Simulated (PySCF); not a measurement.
AuCl, SMILES [Cl][Au], multiplicity 1.

Geometry: B3LYP-D3(BJ)/def2-TZVPD. The multiplicity is an assumed one; other spin states were not compared. The def2 effective core potentials stand for the cores of Au; spin–orbit coupling is left out.

The numbers are results of TDA-ωB97X/def2-TZVPD (PySCF 2.14.0), not measurements.

Vertical excitations; the highest root listed may be one member of a degenerate set. Isolated molecule, no solvent. State labels are in the subgroup C2v.

Computed lowest excited states:
```json
[
 {"state": "S1", "symmetry": "B1", "energy (eV)": "3.05", "λ (nm)": "407", "f": "0.012", "main pairs": "HOMO−1→LUMO (degenerate set)"},
 {"state": "S2", "symmetry": "B2", "energy (eV)": "3.05", "λ (nm)": "407", "f": "0.012", "main pairs": "HOMO→LUMO (degenerate set)"},
 {"state": "S3", "symmetry": "A1", "energy (eV)": "3.20", "λ (nm)": "387", "f": "0.032", "main pairs": "HOMO−2→LUMO 90 %"},
 {"state": "S4", "symmetry": "A1", "energy (eV)": "3.43", "λ (nm)": "362", "f": "0.000", "main pairs": "HOMO−3→LUMO (degenerate set)"},
 {"state": "S5", "symmetry": "A2", "energy (eV)": "3.43", "λ (nm)": "362", "f": "0.000", "main pairs": "HOMO−4→LUMO (degenerate set)"},
 {"state": "S6", "symmetry": "B1", "energy (eV)": "5.23", "λ (nm)": "237", "f": "0.000", "main pairs": "HOMO−6→LUMO (degenerate set)"},
 {"state": "S7", "symmetry": "B2", "energy (eV)": "5.23", "λ (nm)": "237", "f": "0.000", "main pairs": "HOMO−5→LUMO (degenerate set)"},
 {"state": "S8", "symmetry": "A1", "energy (eV)": "6.84", "λ (nm)": "181", "f": "0.005", "main pairs": "HOMO−7→LUMO 40 %, HOMO→LUMO+2 25 %, HOMO−1→LUMO+1 25 %"},
 {"state": "S9", "symmetry": "A1", "energy (eV)": "6.88", "λ (nm)": "180", "f": "0.000", "main pairs": "HOMO−1→LUMO+1, HOMO→LUMO+2 (degenerate set)"},
 {"state": "S10", "symmetry": "A2", "energy (eV)": "6.88", "λ (nm)": "180", "f": "0.000", "main pairs": "HOMO→LUMO+1, HOMO−1→LUMO+2 (degenerate set)"},
 {"state": "T1", "symmetry": "A1", "energy (eV)": "2.36", "λ (nm)": "526", "f": "0", "main pairs": "HOMO−2→LUMO 93 %"},
 {"state": "T2", "symmetry": "B1", "energy (eV)": "2.46", "λ (nm)": "503", "f": "0", "main pairs": "HOMO−1→LUMO, HOMO−6→LUMO (degenerate set)"},
 {"state": "T3", "symmetry": "B2", "energy (eV)": "2.46", "λ (nm)": "503", "f": "0", "main pairs": "HOMO→LUMO, HOMO−5→LUMO (degenerate set)"},
 {"state": "T4", "symmetry": "A1", "energy (eV)": "3.12", "λ (nm)": "398", "f": "0", "main pairs": "HOMO−3→LUMO 98 %"}
]
```
Triplets are in the Tamm–Dancoff approximation.
